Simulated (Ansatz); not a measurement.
CH7NSiTe (`C[Te][SiH2]N`), one more setting.

```yaml
crystal:
  periodic: [false, false, false]
  atoms:
    - {symbol: C, position_ang: [-1.554493, 1.256482, -0.376234]}
    - {symbol: Te, position_ang: [-0.655140, 1.176940, 1.308759]}
    - {symbol: Si, position_ang: [0.297668, -1.111549, 0.926787]}
    - {symbol: N, position_ang: [1.569950, -0.658312, -0.311387]}
    - {symbol: H, position_ang: [-2.307290, 0.728712, -0.574375]}
    - {symbol: H, position_ang: [-1.650254, 2.339453, -0.744828]}
    - {symbol: H, position_ang: [-0.690996, 1.240067, -1.241546]}
    - {symbol: H, position_ang: [-0.419036, -2.182223, 0.461934]}
    - {symbol: H, position_ang: [1.303566, -1.089257, 2.114605]}
    - {symbol: H, position_ang: [1.354881, -1.484366, -1.058048]}
    - {symbol: H, position_ang: [2.136490, 0.067150, -0.486922]}
basis:
  gaussian: {orbitals: x2c-TZVPPall}
magnetization: {spin_polarized: true, initial_magnetization: 2}
hamiltonian: {xc: {name: wB97X-V}}
output: {forces: true}
```

```sh
$ ansatz run in.yaml --threads 4 --pin off --events-out ev --progress --plain --max-ram 10444MiB
```

It prints (some lines left out):

```
Functional definition: wB97X-V
1633 factors; their error is unknown
341 factors; integrals over basis functions are off by at most 1.1e-5 eV
mean field evaluation 1: about -195384.1702 eV, gradient 4.4e1 eV
mean field evaluation 2: about -195375.4021 eV, gradient 5.9e1 eV
mean field evaluation 4: about -195392.5242 eV, gradient 4.0e0 eV
mean field evaluation 8: about -195392.8532 eV, gradient 9.7e-1 eV
mean field evaluation 16: about -195393.6919 eV, gradient 7.2e-3 eV
mean field -195393.69186292 eV, -7180.5857333609 hartree, gradient 1.6e-5 eV, S^2 2.010498; 6 other end points of the search recorded, 0 dependent functions left out
reference -195393.69186166 eV, -7180.5857333148 hartree; 44, 42 occupied and 218, 220 virtual orbitals, 1633 factors
Total energy: -195393.69186166 eV, -7180.5857333148 hartree
Relativity: scalar
Atom 0 at    -1.554493     1.256482    -0.376234 Å, force     6.587744     6.956782    -5.912669 eV/Å
Atom 1 at    -0.655140     1.176940     1.308759 Å, force     1.805282     3.181626     5.172798 eV/Å
Atom 2 at     0.297668    -1.111549     0.926787 Å, force     3.816496     1.747311     0.475176 eV/Å
Atom 3 at     1.569950    -0.658312    -0.311387 Å, force    -5.468294    -7.271685    -0.573320 eV/Å
Atom 4 at    -2.307290     0.728712    -0.574375 Å, force    -6.081139    -4.634003    -1.820971 eV/Å
Atom 5 at    -1.650254     2.339453    -0.744828 Å, force    -1.107709    -1.100559     1.439595 eV/Å
Atom 6 at    -0.690996     1.240067    -1.241546 Å, force    -1.682529    -1.466048     1.864563 eV/Å
Atom 7 at    -0.419036    -2.182223     0.461934 Å, force    -0.471959    -3.067267    -1.159229 eV/Å
Atom 8 at     1.303566    -1.089257     2.114605 Å, force    -1.229411    -0.614165    -0.138489 eV/Å
Atom 9 at     1.354881    -1.484366    -1.058048 Å, force     1.524809     3.443784     1.668184 eV/Å
Atom 10 at     2.136490     0.067150    -0.486922 Å, force     2.306711     2.824224    -1.015638 eV/Å
Dipole moment:    -0.276308     0.233006    -0.369167 e Å
```

It took 47 s on 4 threads of an Arm Neoverse V2 on a shared host, with 1.7 GiB of host memory at the peak.
